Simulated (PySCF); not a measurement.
sulfur trioxide (O3S), SMILES O=S(=O)=O. Atoms are numbered in the order given.

```xyz
4

O      1.4442     0.0000     0.0000
S      0.0000     0.0000     0.0000
O     -0.7221    -1.2507     0.0000
O     -0.7221     1.2507     0.0000
```
Charge 0, spin multiplicity 1.

The structure is a stationary point at PBE-D3(BJ)/def2-TZVP.

All values below come from PySCF with PBE-D3(BJ)/def2-TZVP.

Frequencies are harmonic and unscaled.

Modes within 1.5 cm⁻¹ of each other (mostly degenerate sets) share a row, with their intensities summed.

| mode | ν (cm⁻¹) | IR (km/mol) | moving atoms (share of kinetic energy) |
|---|---|---|---|
| 1 | 468 | 24.8 | S 60 %, O 40 % |
| 2–3 | 497 | 44.5 | O 85 %, S 15 % |
| 4 | 1021 | 0.0 | O 100 % |
| 5–6 | 1345 | 341.0 | O 55 %, S 45 % |
